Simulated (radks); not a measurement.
Species: Se18+. Configuration: [Ne] 3s1.5 3p4 3d0.5 (fractional occupations, a model configuration). Calculated with a radial shooting solver on a logarithmic mesh with Libxc functionals: Dirac Kohn-Sham, RPBE, spin-unpolarised, spherical densities, point nucleus; open shells are shared between the two j in proportion to 2j + 1.

Unscreened Slater integrals over Kohn-Sham orbitals (hartree). Large and small components are both included. Empty in this configuration: 4s1/2.

F0(3d5/2,3d5/2): 2.0153
F2(3d5/2,3d5/2): 1.0337
F4(3d5/2,3d5/2): 0.66679
F0(3d5/2,3d3/2): 2.0193
F2(3d5/2,3d3/2): 1.0350
G2(3d5/2,3d3/2): 1.0320
G4(3d5/2,3d3/2): 0.66563
F0(3d5/2,3p3/2): 1.8943
F2(3d5/2,3p3/2): 0.92258
G1(3d5/2,3p3/2): 1.0163
G3(3d5/2,3p3/2): 0.67134
F0(3d5/2,3p1/2): 1.9079
G3(3d5/2,3p1/2): 0.68197
F0(3d5/2,4s1/2): 1.1399
G2(3d5/2,4s1/2): 0.11041
F0(3d3/2,3d3/2): 2.0233
F2(3d3/2,3d3/2): 1.0363
F0(3d3/2,3p3/2): 1.8975
F2(3d3/2,3p3/2): 0.92228
G1(3d3/2,3p3/2): 1.0137
G3(3d3/2,3p3/2): 0.66956
F0(3d3/2,3p1/2): 1.9111
G1(3d3/2,3p1/2): 1.0362
F0(3d3/2,4s1/2): 1.1407
G2(3d3/2,4s1/2): 0.11019
F0(3p3/2,3p3/2): 1.8225
F2(3p3/2,3p3/2): 0.92260
F0(3p3/2,3p1/2): 1.8339
G2(3p3/2,3p1/2): 0.92605
F0(3p3/2,4s1/2): 1.1213
G1(3p3/2,4s1/2): 0.11559
F0(3p1/2,3p1/2): 1.8455
F0(3p1/2,4s1/2): 1.1241
G1(3p1/2,4s1/2): 0.11593
F0(4s1/2,4s1/2): 0.91235
